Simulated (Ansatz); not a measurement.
One change: `FCC#CC(F)(F)F` becomes `CC#CC(F)(F)F`.

Ansatz, PBE0-D4/def2-TZVP geometries, multiplicity 1. 

| property | `FCC#CC(F)(F)F` |
| --- | --- |
| LUMO energy (PBE0/def2-TZVPP) / eV | -0.85 |
| HOMO–LUMO gap (ωB97M-V/def2-TZVPP) / eV | 12.54 |
| LUMO energy (ωB97M-V/def2-TZVPP) / eV | 1.30 |
| LUMO energy (B3LYP/def2-TZVPP) / eV | -1.10 |
| HOMO–LUMO gap (B3LYP/def2-TZVPP) / eV | 7.63 |
| HOMO–LUMO gap (PBE/def2-TZVPP) / eV | 5.73 |

(1) What does the change do to each property? (An estimate is asked.)

Results:

(1) Ansatz gave: 
| property | `CC#CC(F)(F)F` | shift |
| --- | --- | --- |
| LUMO energy (PBE0/def2-TZVPP) / eV | 0.20 | 1.05 |
| HOMO–LUMO gap (ωB97M-V/def2-TZVPP) / eV | 13.21 | 0.67 |
| LUMO energy (ωB97M-V/def2-TZVPP) / eV | 2.36 | 1.06 |
| LUMO energy (B3LYP/def2-TZVPP) / eV | -0.05 | 1.05 |
| HOMO–LUMO gap (B3LYP/def2-TZVPP) / eV | 8.29 | 0.66 |
| HOMO–LUMO gap (PBE/def2-TZVPP) / eV | 6.43 | 0.70 |

With PBE0 the HOMO rises by 0.39 eV and the LUMO rises by 1.05 eV, so the gap widens by about 0.66 eV. PBE moves the HOMO by 0.34 eV and ωB97M-V by 0.38 eV.

Positive LUMOs are unbound, so they and the gaps depend on the basis.

B3LYP here is the variant with VWN-RPA as its local correlation; programs differ in this.
